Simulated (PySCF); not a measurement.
CH3Be, SMILES [Be][CH3], multiplicity 2.

The structure is a stationary point at TPSSh-D3(BJ)/def2-TZVPD. The multiplicity is an assumed one; other spin states were not compared. The isomer is the one that the SMILES or the coordinates give; other isomers of the formula were not compared.

All values below come from CAM-B3LYP/def2-TZVPD (PySCF).

Isolated molecule, no solvent.

| Item | Value |
|---|---|
| total energy | -54.56459 hartree |
| point group | C3v |
| α spin, highest occupied and lowest empty level | -6.68 and 0.15 eV |
| β spin, highest occupied and lowest empty level | -10.06 and -1.09 eV |
| dipole moment | 0.24 D |
| quadrupole, principal values (traceless, Buckingham form, about the centre of nuclear charge) | -4.34, 2.17, 2.17 D·Å |
| mean static polarisability | 44.7 bohr³ (6.63 Å³) |
| polarisability, principal values | 43.2, 45.5, 45.5 bohr³ |
| ⟨S²⟩ | 0.751 (pure state 0.75) |
